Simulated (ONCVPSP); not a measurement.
## Configuration tests for phosphorus (ONCV)

```
Element                 : phosphorus
Generator               : ONCVPSP 4.0.1
Type                    : optimised norm-conserving Vanderbilt (ONCV)
Functional              : LDA (Perdew-Wang 92)
Relativity              : scalar-relativistic
Frozen core             : [Ne]
Valence charge          : 5
Reference configuration : 3s2 3p3
Partial waves           : 3s: rc 1.55 bohr, ncon 4, nbas 9, qcut 5.5 1/bohr, 3 projectors, debl 3.3 Ha; 3p: rc 2.00 bohr, ncon 4, nbas 7, qcut 4.8 1/bohr, 2 projectors, debl 3 Ha; d scattering state at 0.3 Ha: rc 1.90 bohr, ncon 4, nbas 7, qcut 6 1/bohr, 2 projectors, debl 3 Ha
Local potential         : polynomial inside 1.35 bohr (lpopt 5, dvloc0 0 Ha)
Core correction         : none
```

Energies are relative to the spin-unpolarised reference configuration 3s2 3p3; without spin polarisation the order of configurations can differ from experiment.

| valence configuration | charge | ΔE all-electron (eV) | error AE − PS (meV) |
| --- | --- | --- | --- |
| 3s2 3p0 | +3 | 58.948 | +110 |
| 3s2 3p2.5 | +0.5 | 3.818 | +0.1 |

Problem. What are ΔE and the potential's error for 3s2 3p2?

Solution. ΔE = 9.815 eV all-electron; the error (AE − PS) is +1.9 meV.

Problem. What are ΔE and the potential's error for 3s2 3p1?

Solution. ΔE = 29.059 eV all-electron; the error (AE − PS) is +23 meV.

Levels in the configuration 3s2 3p0:

```
level  all-electron (eV)  pseudo (eV)
   3s            -45.743      -45.557
```
